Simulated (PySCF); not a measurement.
Ionisation energy of Si⁺ by level of theory

Si⁺ [Ne] 3s2 3p1 (2P) → Si²⁺ [Ne] 3s2 (1S), as a difference of total energies. All numbers are calculated (PySCF 2.14, the spin-free X2C one-electron Hamiltonian (Gaussian nucleus), in aug-cc-pCVTZ-DK with one added diffuse shell each of s, p, d, f type (9s8p6d4f, 91 functions)). Correlated levels: valence: [Ne] frozen; valence and next inner shell: 1s2 frozen; nothing frozen. The calculations carry no spin-orbit coupling.

| method | ionisation energy (eV) | error (eV) |
| --- | --- | --- |
| UHF | 15.818 | -0.504 |
| LDA | 16.343 | +0.021 |
| PBE | 16.389 | +0.067 |
| PBE0 | 16.413 | +0.091 |
| r2SCAN | 16.507 | +0.185 |
| BP86 | 16.468 | +0.146 |
| MN15 | 16.156 | -0.166 |
| wB97X | 16.277 | -0.045 |
| TPSSh | 16.508 | +0.186 |
| MP2 (valence) | 16.086 | -0.236 |
| SCS-MP2 (valence) | 16.074 | -0.248 |
| MP2 (valence and next inner shell) | 16.090 | -0.232 |
| SCS-MP2 (valence and next inner shell) | 16.079 | -0.243 |
| MP2 (all electrons) | 16.093 | -0.229 |
| SCS-MP2 (all electrons) | 16.081 | -0.241 |

Reference: 16.322 eV (measured; NIST levels, between the centres of gravity of the two terms).

Errors of the correlated levels include the incompleteness of this basis and the frozen core.
